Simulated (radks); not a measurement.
Results of a calculation; reference values are marked as such.
Spherical quantum dot in the effective-mass picture: electrons in a parabolic well V = omega^2 r^2 / 2 with omega = 0.248, with a point charge +1 (a donor) at the centre, all in effective atomic units (hartree* = m*/eps^2 hartree, bohr* = eps/m* bohr), one dielectric constant everywhere. Level of theory: non-relativistic Kohn-Sham, PBE, spin-polarised, spherical densities (a radial shooting solver with Libxc functionals). Levels are named by radial order and angular momentum (1s, 1p, 1d, 2s, ...), and open shells are averaged over m. Results are scaled to m* = 0.105 and eps = 12.7, for which hartree* = 17.71 meV and bohr* = 6.401 nm. Each electron was tried in the lowest free levels, single moves between levels near the top were tried too, and the lowest total energy was kept; such a search can miss a lower state. At N = 1 the Hartree and exchange-correlation terms need not cancel, so that row can carry a self-interaction error.

N,open shells,2S,mu = E(N) - E(N-1) (meV),addition energy mu(N+1) - mu(N) (meV),e(HOMO) (meV),rms radius (nm)
1,"1s(up 1, down 0)",1,-7.4492,10.71,-2.9363,9.541
2,none,0,3.2637,12.27,6.4934,11.78
3,"1p(up 1, down 0)",1,15.533,3.946,17.471,15.96
4,"1p(up 2, down 0)",2,19.479,3.983,21.486,18.29
5,"1p(up 3, down 0)",3,23.462,4.994,25.415,20.01
6,"1p(up 3, down 1)",2,28.456,3.335,30.105,21.52
7,"1p(up 3, down 2)",1,31.791,3.374,33.482,22.79
8,none,0,35.165,4.242,36.838,23.91
9,"2s(up 1, down 0)",1,39.407,3.675,40.970,25.12
10,none,0,43.082,4.005,44.650,26.20
11,"1d(up 1, down 0)",1,47.087,2.873,48.529,27.20
12,"1d(up 2, down 0)",2,49.960,2.837,51.385,28.11
13,"1d(up 3, down 0)",3,52.797,2.795,54.201,28.94
14,"1d(up 4, down 0)",4,55.592,2.752,56.975,29.71
15,"1d(up 5, down 0)",5,58.344,3.350,59.706,30.44
16,"1d(up 5, down 1)",4,61.695,2.582,62.988,31.14
17,"1d(up 5, down 2)",3,64.276,2.562,65.561,31.81
18,"1d(up 5, down 3)",2,66.839,2.537,68.112,32.44
19,"1d(up 5, down 4)",1,69.376,2.510,70.636,33.05
20,none,0,71.886,4.333,73.131,33.63
21,"1f(up 1, down 0)",1,76.219,2.361,77.402,34.25
22,"1f(up 2, down 0)",2,78.580,2.342,79.754,34.84
23,"1f(up 3, down 0)",3,80.921,2.321,82.085,35.40
24,"1f(up 4, down 0)",4,83.243,2.300,84.396,35.94
25,"1f(up 5, down 0)",5,85.543,2.280,86.686,36.46
26,"1f(up 6, down 0)",6,87.823,2.259,88.955,36.97
27,"1f(up 7, down 0)",7,90.081,2.790,91.204,37.45
28,"1f(up 7, down 1)",6,92.872,2.172,93.959,37.93
29,"1f(up 7, down 2)",5,95.043,2.159,96.125,38.39
30,"1f(up 7, down 3)",4,97.203,-,98.278,38.84

All shells are closed at N = 2, 8, 10, 20 (there: 1s2 1p6 1d10 2s2); the second difference of the energy has clear peaks (12 % above both neighbours; the first and last values, which can be the largest, are not judged, and half-filled shells can peak too) at N = 2, 5, 8, 15, 20, 27.
